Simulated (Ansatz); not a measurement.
A structure relaxed at PBE-D4/def2-SVP in Ansatz, charge 0, singlet:

```xyz
38

Ga    3.802    2.339   -1.633
As    2.507    1.064   -3.419
As    2.484    1.410    0.285
Ga    0.131    2.171    0.300
Ga    0.615   -0.498   -2.943
As   -0.921    0.862   -1.552
As   -1.020    1.339    2.325
Ga   -3.366    2.194    2.540
Ga   -2.847   -0.568   -0.928
As   -4.241    0.928    0.509
Ga    2.843   -1.019    0.507
As    1.492   -2.087   -1.272
As    1.523   -1.584    2.561
Ga   -0.931   -1.095    2.704
Ga   -0.188   -3.778   -0.455
As   -1.779   -2.153    0.631
H     3.442    3.860   -1.844
H     5.251    1.719   -1.632
H     1.998    2.028   -4.486
H     3.472    0.294   -4.316
H     3.093    2.008    1.553
H    -0.029    3.725    0.080
H    -0.030   -1.125   -4.237
H    -1.499    1.903   -2.508
H    -0.237    1.940    3.491
H    -3.418    3.721    2.151
H    -4.062    1.529    3.789
H    -3.635   -1.198   -2.138
H    -4.946    1.889   -0.444
H    -5.474    0.114    0.891
H     4.341   -1.493    0.619
H     2.531   -2.892   -2.049
H     2.199   -0.901    3.746
H     1.794   -3.026    2.976
H    -1.558   -1.613    4.054
H    -0.903   -4.418   -1.706
H     0.509   -4.586    0.715
H    -2.942   -3.003    1.137
```

Give its formula and point group.

Ga8As8H22, a nanocrystal cut from wurtzite GaAs (hydrogen-capped). Point group Cs (tolerance 0.1 Å).

Summarise the bond lengths by kind (pairs closer than 1.2 times the sum of covalent radii, bridged metal pairs left out).

21 × As–Ga 2.46 to 2.55 Å; 11 × Ga–H 1.58 Å; 11 × As–H 1.52 to 1.53 Å.

Single mean-field runs in def2-SVP are fitted with def2-universal-jkfit.
